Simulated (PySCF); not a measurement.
# Basis and Hamiltonian dependence of the excitation energy of Sb

Sb [Kr] 4d10 5s2 5p3 (4S) → Sb [Kr] 4d10 5s1 5p4, s spin flipped. All values are computed (PySCF 2.14, energy differences of UHF-based or UKS calculations, no spin-orbit coupling). Values in eV.

| basis | Hamiltonian | functions | UHF | PBE | PBE0 | MP2 (valence) |
| --- | --- | --- | --- | --- | --- | --- |
| x2c-TZVPPall | spin-free X2C | 60 | 11.659 | 9.254 | 9.835 | 10.445 |
| x2c-TZVPPall with one added diffuse shell each of s, p, d, f type | spin-free X2C | 76 | 11.584 | 9.241 | 9.815 | 10.384 |
| aug-cc-pwCVTZ-PP with ECP28MDF | ECP | 96 | 11.592 | 9.343 | 9.893 | 10.372 |
| aug-cc-pwCVTZ-DK3 | spin-free X2C | 109 | 11.580 | 9.244 | 9.816 | 10.368 |
| x2c-QZVPPall | spin-free X2C | 112 | 11.587 | 9.246 | 9.818 | 10.344 |

Frozen in the all-electron rows: valence: [Kr] 4d10; with a core potential, the same shells as far as they lie outside it.

In the upper determinant the s electron has its spin opposite to the other open shell, which mixes two multiplicities. The upper state lies above the first ionisation limit, where it may autoionise and the basis confines it.
